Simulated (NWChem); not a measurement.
All runs are NWChem calculations. System: germanium monoxide (GeO), charge 0, spin multiplicity 1, at a geometry optimised with PBE/def2-SVP. Level: RHF/def2-TZVP.

The NWChem input:

```
start mol
memory heap 200 mb stack 900 mb global 1100 mb
geometry units angstroms nocenter noautoz
  Ge     0.000000     0.000000     0.329722
  O      0.000000     0.000000    -1.318888
  symmetry group C2v
end
basis spherical
  * library def2-tzvp
end
scf
  rhf
  nopen 0
  maxiter 100
  thresh 1e-7
  semidirect memsize 60000000 filesize 0
end
task scf energy
```

NWChem printed:

```
             Northwest Computational Chemistry Package (NWChem) 7.3.0
             --------------------------------------------------------

                                NWChem Input Module
                                -------------------

 Scaling coordinates for geometry "geometry" by  1.889725989
 (inverse scale =  0.529177249)

 Turning off AUTOSYM since
 SYMMETRY directive was detected!

                             Geometry "geometry" -> ""
                             -------------------------

 Output coordinates in angstroms (scale by  1.889725989 to convert to a.u.)

  No.       Tag          Charge          X              Y              Z
 ---- ---------------- ---------- -------------- -------------- --------------
    1 Ge                  32.0000     0.00000000     0.00000000     0.32972200
    2 O                    8.0000     0.00000000     0.00000000    -1.31888800

 Effective nuclear repulsion energy (a.u.)      82.1718755460

            Nuclear Dipole moment (a.u.)
            ----------------------------
        X                 Y               Z
 ---------------- ---------------- ----------------
     0.0000000000     0.0000000000     0.0000000000

      Symmetry information
      --------------------

 Group name             C2v
 Group number             16
 Group order               4
 No. of unique centers     2

      Symmetry unique atoms

     1    2


 Summary of "ao basis" -> "" (spherical)
 ------------------------------------------------------------------------------
       Tag                 Description            Shells   Functions and Types
 ---------------- ------------------------------  ------  ---------------------
 *                         def2-tzvp                  on all atoms

 Summary of "ao basis" -> "ao basis" (spherical)
 ------------------------------------------------------------------------------
       Tag                 Description            Shells   Functions and Types
 ---------------- ------------------------------  ------  ---------------------
 Ge                        def2-tzvp                16       48   6s5p4d1f
 O                         def2-tzvp                11       31   5s3p2d1f

                                 NWChem SCF Module
                                 -----------------

  ao basis        = "ao basis"
  functions       =    79
  atoms           =     2
  closed shells   =    20
  open shells     =     0
  charge          =   0.00
  wavefunction    = RHF
  use symmetry    = T
  symmetry adapt  = T

 Summary of "ao basis" -> "ao basis" (spherical)
 ------------------------------------------------------------------------------
       Tag                 Description            Shells   Functions and Types
 ---------------- ------------------------------  ------  ---------------------
 Ge                        def2-tzvp                16       48   6s5p4d1f
 O                         def2-tzvp                11       31   5s3p2d1f

      Symmetry analysis of basis
      --------------------------

        a1         35
        a2          8
        b1         18
        b2         18

 Forming initial guess at       0.1s

      Superposition of Atomic Density Guess
      -------------------------------------

 Sum of atomic energies:       -2150.09036959

      Non-variational initial energy
      ------------------------------

 Total energy =   -2150.029802
 1-e energy   =   -3162.034375
 2-e energy   =     929.832697
 HOMO         =      -0.351165
 LUMO         =      -0.032928
[...]
             ----- ------------------- --------- --------- --------
                 1    -2150.0939331611  1.58D+00  4.17D-01      1.7
                 2    -2150.2393831060  2.98D-01  7.78D-02      1.8
                 3    -2150.2499078477  1.40D-02  5.86D-03      1.8
                 4    -2150.2499375091  1.27D-04  4.17D-05      1.9
                 5    -2150.2499375110  5.33D-09  2.16D-09      2.1

       Final RHF  results
       ------------------

         Total SCF energy =  -2150.249937511041
      One-electron energy =  -3162.806285046292
      Two-electron energy =    930.384471989232
 Nuclear repulsion energy =     82.171875546019

        Time for solution =      0.4s

       Symmetry analysis of molecular orbitals - final
       -----------------------------------------------

  Numbering of irreducible representations:

     1 a1          2 a2          3 b1          4 b2

  Orbital symmetries:

     1 a1          2 a1          3 b1          4 b2          5 a1
     6 a1          7 a1          8 b1          9 b2         10 a1
    11 a1         12 a2         13 a1         14 b2         15 b1
    16 a1         17 a1         18 b1         19 b2         20 a1
    21 b2         22 b1         23 a1         24 a1         25 a2
    26 a1         27 a1         28 b2         29 b1         30 b1

             Final eigenvalues
             -----------------

              1
    1 -405.2684
    2  -52.1754
    3  -46.2627
    4  -46.2627
    5  -46.2596
    6  -20.5269
    7   -7.2203
    8   -5.1951
    9   -5.1951
   10   -5.1867
   11   -1.6717
   12   -1.6717
   13   -1.6683
   14   -1.6624
   15   -1.6624
   16   -1.2154
   17   -0.6081
   18   -0.4409
   19   -0.4409
   20   -0.4238
   21    0.0316
   22    0.0316
   23    0.1495
   24    0.3000
   25    0.3000
   26    0.3476
   27    0.3881
   28    0.3891
   29    0.3891
   30    0.4546

                       ROHF Final Molecular Orbital Analysis
                       -------------------------------------

 Vector   18  Occ=2.000000D+00  E=-4.408574D-01  Symmetry=b1
              MO Center=  4.8D-16,  2.2D-30, -1.1D+00, r^2= 1.1D+00
   Bfn.  Coefficient  Atom+Function         Bfn.  Coefficient  Atom+Function
  ----- ------------  ---------------      ----- ------------  ---------------
    54      0.402117  2 O  px                57      0.368989  2 O  px
    60      0.252099  2 O  px                16      0.190350  1 Ge px

 Vector   19  Occ=2.000000D+00  E=-4.408574D-01  Symmetry=b2
              MO Center=  3.4D-30,  1.4D-15, -1.1D+00, r^2= 1.1D+00
   Bfn.  Coefficient  Atom+Function         Bfn.  Coefficient  Atom+Function
  ----- ------------  ---------------      ----- ------------  ---------------
    55      0.402117  2 O  py                58      0.368989  2 O  py
    61      0.252099  2 O  py                17      0.190350  1 Ge py

 Vector   20  Occ=2.000000D+00  E=-4.238442D-01  Symmetry=a1
              MO Center=  8.6D-16,  1.1D-15,  5.7D-02, r^2= 2.5D+00
   Bfn.  Coefficient  Atom+Function         Bfn.  Coefficient  Atom+Function
  ----- ------------  ---------------      ----- ------------  ---------------
     6      0.505262  1 Ge s                 18      0.348642  1 Ge pz
    56     -0.302953  2 O  pz                 5      0.264591  1 Ge s
    59     -0.261790  2 O  pz                62     -0.207830  2 O  pz
    21      0.160437  1 Ge pz                12     -0.159626  1 Ge pz
     4     -0.153052  1 Ge s

 Vector   21  Occ=0.000000D+00  E= 3.156780D-02  Symmetry=b2
              MO Center=  2.8D-30, -1.9D-15,  4.4D-01, r^2= 3.3D+00
   Bfn.  Coefficient  Atom+Function         Bfn.  Coefficient  Atom+Function
  ----- ------------  ---------------      ----- ------------  ---------------
    20      0.796656  1 Ge py                17      0.301246  1 Ge py
    61     -0.242008  2 O  py                55     -0.180455  2 O  py
    11     -0.154109  1 Ge py

 Vector   22  Occ=0.000000D+00  E= 3.156780D-02  Symmetry=b1
              MO Center= -1.4D-14,  3.7D-30,  4.4D-01, r^2= 3.3D+00
   Bfn.  Coefficient  Atom+Function         Bfn.  Coefficient  Atom+Function
  ----- ------------  ---------------      ----- ------------  ---------------
    19      0.796656  1 Ge px                16      0.301246  1 Ge px
    60     -0.242008  2 O  px                54     -0.180455  2 O  px
    10     -0.154109  1 Ge px

 Vector   23  Occ=0.000000D+00  E= 1.495303D-01  Symmetry=a1
              MO Center=  1.1D-16, -1.1D-16,  3.2D-01, r^2= 4.8D+00
   Bfn.  Coefficient  Atom+Function         Bfn.  Coefficient  Atom+Function
  ----- ------------  ---------------      ----- ------------  ---------------
    21      1.486831  1 Ge pz                53      1.419661  2 O  s
     6     -1.175630  1 Ge s                 62      0.511300  2 O  pz
    18      0.193982  1 Ge pz

 center of mass
 --------------
 x =   0.00000000 y =   0.00000000 z =   0.06889552

 moments of inertia (a.u.)
 ------------------
         127.628469696329           0.000000000000           0.000000000000
           0.000000000000         127.628469696329           0.000000000000
           0.000000000000           0.000000000000           0.000000000000

  Mulliken analysis of the total density
  --------------------------------------

    Atom       Charge   Shell Charges
 -----------   ------   -------------------------------------------------------
    1 Ge  32    31.34   2.00  2.00  1.17  0.78  0.98  0.93  5.98  4.41  1.59  0.85  0.44  8.92  1.09  0.05  0.10  0.04
    2 O    8     8.66   0.79  1.18  0.59  0.96  0.33  1.76  1.96  1.07  0.00  0.02  0.00

       Multipole analysis of the density wrt the origin
       ------------------------------------------------

     L   x y z        total         open         nuclear
     -   - - -        -----         ----         -------
     0   0 0 0     -0.000000      0.000000     40.000000

     1   1 0 0     -0.000000      0.000000      0.000000
     1   0 1 0     -0.000000      0.000000      0.000000
     1   0 0 1      1.700488      0.000000      0.000000

     2   2 0 0    -14.911420      0.000000      0.000000
     2   1 1 0     -0.000000      0.000000      0.000000
     2   1 0 1     -0.000000      0.000000      0.000000
     2   0 2 0    -14.911420      0.000000      0.000000
     2   0 1 1     -0.000000      0.000000      0.000000
     2   0 0 2    -21.132277      0.000000     62.117434

 Task  times  cpu:        2.1s     wall:        2.1s

 Total times  cpu:        2.1s     wall:        2.1s
```
